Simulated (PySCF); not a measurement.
# Removing an electron from `FC[C@@H]1CC[C@@H]1C(F)(F)F`

C6H8F4.
Z-matrix (Å and degrees, PBE0-D3(BJ)/def2-SVP geometry), rows numbered from 1:
```
F 
C   1  1.3744
C   2  1.5087  1  108.68
C   3  1.5419  2  119.27  1   -67.32
C   4  1.5402  3   88.87  2  -141.33
C   5  1.5451  4   89.35  3    15.60
C   6  1.5046  3  116.11  2    24.02
F   7  1.3357  6  111.04  3   172.73
F   7  1.3403  6  111.48  3   -67.62
F   7  1.3426  6  112.72  3    52.70
H   2  1.1021  1  108.38  3  -121.26
H   2  1.1031  1  108.79  3   121.15
H   3  1.1016  2  107.72  1    58.87
H   4  1.0985  3  117.00  2    97.83
H   4  1.0999  3  111.51  2   -28.08
H   5  1.0993  4  117.81  3   135.71
H   5  1.0989  4  112.75  3   -96.92
H   6  1.1000  3  115.93  2  -101.18
```

Level: B3LYP/def2-SVPD (PySCF). Frontier orbitals with their largest atomic shares (Löwdin; up to four atoms above 4 %):

| orbital | ε (eV) | main atoms |
| --- | --- | --- |
| HOMO−3 | -9.73 | F1 30 %, C2 14 %, C5 12 %, C4 8 % |
| HOMO−2 | -9.34 | C4 22 %, C6 16 %, C5 13 %, C3 13 % |
| HOMO−1 | -9.10 | C3 16 %, F1 16 %, C2 12 %, C4 12 % |
| HOMO | -8.84 | ? |
| LUMO | 0.16 | H18 15 %, H13 13 %, H17 12 %, C6 11 % |
| LUMO+1 | 0.68 | C2 19 %, F1 12 %, H12 10 %, H11 7 % |
| LUMO+2 | 0.71 | H16 14 %, H15 12 %, C5 11 %, C4 11 % |

Task: What vertical ionisation energy does ΔSCF give, and how far is −ε(HOMO) from it?

Result: ΔSCF: 10.99 eV (1060 kJ/mol; threshold wavelength 113 nm); ⟨S²⟩ of the doublet left behind is 0.752, against 0.75 for a pure doublet. −ε(HOMO) is 8.84 eV, 2.15 eV below it. In exact Kohn–Sham theory the two would be equal; B3LYP (global hybrid, 20 % exact exchange) falls short of its own ΔSCF value by 20 %.

Task: On which atoms does the HOMO lie?

Result: C3 (four-membered-ring carbon) 18 %, C4 (four-membered-ring carbon) 15 %, C2 (sp3 C–F carbon) 14 %, C5 (four-membered-ring carbon) 13 %, so no atom holds as much as 40 %. The HOMO−1 lies 0.26 eV lower.

Task: What kinetic energy would electrons from this vertical process carry with He II light (40.814 eV)?

Result: 40.81 − 10.99 = 29.82 eV.

Task: Shift the occupied levels rigidly so that −ε(HOMO) equals the ΔSCF value. What binding energies result?

Result: The shift is +2.15 eV: HOMO 10.99, HOMO−1 11.25, HOMO−2 11.49, HOMO−3 11.88 eV. A rigid shift is only a rough guide to the deeper ionisations.

Task: What total energies stand behind the ΔSCF value?

Result: E(N) = -632.37800 Eh and E(N − 1) = -631.97428 Eh at the same geometry, 0.40372 Eh apart.

Task: How many of the 10 lowest singlet excitations (vertical TDDFT, same level) lie below the ionisation energy?

Result: All 10; they run from 8.05 to 9.11 eV.

The structure is a single PBE0-D3(BJ)/def2-SVP conformer in the gas phase; no vibrational or solvent corrections.
